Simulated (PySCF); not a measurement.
# Electron correlation in La³⁺ (lanthanum, charge +3)

[Xe], closed-shell 1S. All numbers are calculated (PySCF 2.14, scalar relativity by spin-free X2C-1e, in ANO-RCC-VTZP (8s7p5d3f2g1h, 104 functions)). Frozen: [Kr] 4d10; 8 electrons correlated.

```tsv
level	correlation energy (mhartree)
CCSD	-195.21
(T)	-5.03
CCSD(T)	-200.24
```

Diagnostics: T1 = 0.0012, D1 = 0.0024, largest double amplitude 0.032.

Cost of the coupled-cluster step: of the order of 3 core-seconds, for 8 correlated electrons.

Iterations:

```
CC2 = 0
CCSD nocc = 4, nmo = 81
frozen orbitals [0, 1, 2, 3, 4, 5, 6, 7, 8, 9, 10, 11, 12, 13, 14, 15, 16, 17, 18, 19, 20, 21, 22]
max_cycle = 100
direct = 0
conv_tol = 1e-08
conv_tol_normt = 1e-06
diis_space = 8
diis_start_cycle = 0
Init t2, MP2 energy = -8487.87993070286  E_corr(MP2) -0.177094346879206
Init E_corr(CCSD) = -0.177094346879839
cycle = 1  E_corr(CCSD) = -0.19169760770727  dE = -0.0146032608  norm(t1,t2) = 0.0196907
cycle = 2  E_corr(CCSD) = -0.194481018623081  dE = -0.00278341092  norm(t1,t2) = 0.00479709
cycle = 3  E_corr(CCSD) = -0.195212487296058  dE = -0.000731468673  norm(t1,t2) = 0.00125903
cycle = 4  E_corr(CCSD) = -0.195221050391682  dE = -8.56309562e-06  norm(t1,t2) = 0.000109436
cycle = 5  E_corr(CCSD) = -0.195213034198844  dE = 8.01619284e-06  norm(t1,t2) = 2.01587e-05
cycle = 6  E_corr(CCSD) = -0.195213184517873  dE = -1.50319029e-07  norm(t1,t2) = 2.03025e-06
cycle = 7  E_corr(CCSD) = -0.19521322947636  dE = -4.49584872e-08  norm(t1,t2) = 2.90749e-07
cycle = 8  E_corr(CCSD) = -0.195213226684659  dE = 2.79170115e-09  norm(t1,t2) = 3.83459e-08
CCSD converged
E(CCSD) = -8487.898049582667  E_corr = -0.1952132266846592
CCSD(T) correction = -0.00502795811976182
```
